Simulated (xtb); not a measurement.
Si(GeH3)2(H)2 (Ge2H8Si), SMILES [GeH3][SiH2][GeH3]. All values are semi-empirical tight-binding results from xtb (GFN2-xTB unless named), good for trends rather than for accurate numbers. Geometry: GFN2-xTB.

For metal compounds this method's bond lengths and energies can be far off.

| Quantity | Value |
|---|---|
| orbital gap | 4.59 eV |
| zero-point energy | 37.6 kcal/mol |
| G − E(el) at 298.15 K (modified RRHO) | 15.8 kcal/mol |
